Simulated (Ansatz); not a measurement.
Born–Oppenheimer molecular dynamics of CH₅BFN (9 atoms, charge 0, multiplicity 1). It starts at the highest image of a converged band. Of that band: The profile has 2 maxima (images 5, 7) with wells between them (image 6): this band takes more than one step, which may be the mechanism or a detour left from its start path. Neighbouring images differ by up to 2.1 eV, so the band resolves the path poorly. A vibrational analysis at the climbing image gives one clearly imaginary mode, 1619i cm⁻¹: a first-order saddle point.

All numbers below come from UKS PBE0-D4/6-31G* (Ansatz 0.2.0).

* ensemble: NVE (velocity Verlet)
* time step: 0.5 fs
* steps asked: 200
* starting velocities drawn for: 100 K
* seed: 4575

First frame:

```xyz
9
Properties=species:S:1:pos:R:3
B -0.216 0.418 0.527
N 1.196 0.018 -0.025
C -1.201 -0.173 -0.378
H 0.252 -0.794 -0.305
F -0.270 0.822 1.802
H 1.648 0.592 -0.730
H 1.864 -0.322 0.658
H -1.039 -0.202 -1.457
H -2.234 -0.358 -0.092
```

(1) How far do the bonds stretch over the last three quarters of this one trajectory? (Pairs bonded in most of those frames.)

Results:

(1) 
| bond | mean (Å) | spread (Å) | shortest | longest |
| --- | --- | --- | --- | --- |
| B1–N2 | 1.731 | 0.130 | 1.48 | 1.89 |
| B1–C3 | 1.422 | 0.019 | 1.37 | 1.46 |
| B1–F5 | 1.366 | 0.027 | 1.32 | 1.42 |
| N2–H4 | 1.024 | 0.038 | 0.96 | 1.08 |
| N2–H6 | 1.023 | 0.015 | 0.99 | 1.06 |
| N2–H7 | 1.025 | 0.014 | 0.99 | 1.06 |
| C3–H8 | 1.091 | 0.017 | 1.06 | 1.12 |
| C3–H9 | 1.089 | 0.008 | 1.07 | 1.10 |

Mean temperature of the second half: 553 K. The conserved energy stayed within 0.23 meV per atom of its start (net change -0.033 meV per atom), so the integration is sound. The kinetic energy rose, since the run started high on the potential surface and went downhill. A run of 0.1 ps of so small a system gives no equilibrium averages. The orbitals stay closed-shell, which can raise the energy where a bond breaks towards radicals; this wasn't checked here.

The run took 3 min on 2 threads of AMD EPYC 9R45 96-Core Processor (Zen 5), with other jobs on the host, peak memory 0.18 GiB.
